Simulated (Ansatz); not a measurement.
```yaml
crystal:
  periodic: [false, false, false]
  atoms:
    - {symbol: F, position_ang: [-1.033044, 2.137000, 1.282194]}
    - {symbol: B, position_ang: [-0.496891, 1.089339, 0.696048]}
    - {symbol: O, position_ang: [0.497741, 0.370128, 1.282216]}
    - {symbol: C, position_ang: [0.796604, -0.685649, 0.311198]}
    - {symbol: Si, position_ang: [-0.519509, -0.081925, -0.944403]}
    - {symbol: H, position_ang: [1.843113, -0.605669, 0.014100]}
    - {symbol: H, position_ang: [0.629021, -1.655370, 0.781761]}
    - {symbol: H, position_ang: [-1.641709, -1.023346, -1.197710]}
    - {symbol: H, position_ang: [0.013174, 0.409294, -2.242403]}
basis:
  gaussian: {orbitals: cc-pVTZ}
hamiltonian: {xc: {name: TPSS}}
scf: {lower_state_search: light}
output: {forces: true}
```

```sh
$ ansatz run in.yaml --threads 2 --pin off --events-out ev --progress --plain --max-ram 4352MiB
```

It prints (some lines left out):

```
Error: YAML parse error: error: line 15 column 19: hamiltonian.xc: no functional is named "TPSS"; the names, which are not case-sensitive, are SVWN5, SPW92, PBE, PBE0, PBEsol, revPBE, revPBE0, RPBE, rPW86-PBE, HSE06, wPBEh, LC-wPBE, HISS, HF, BLYP, B3LYP, B3LYP5, BHLYP, CAM-B3LYP, r2SCAN, r2SCANh, r2SCAN0, r2SCAN50, m-r2SCAN, B97, wB97, wB97X, wB97X-V, B97M-V, wB97M-V, B2PLYP, B2GP-PLYP, PBE0-DH, PBE-QIDH
13 | basis:
14 |   gaussian: {orbitals: cc-pVTZ}
15 | hamiltonian: {xc: {name: TPSS}}
16 | scf: {lower_state_search: light}
17 | output: {forces: true}
```

(1) What is wrong with this run?

Answers

(1) The method's name isn't one that the program takes here. The input was rejected before any iteration.

HSE06 is defined as in plane-wave codes.
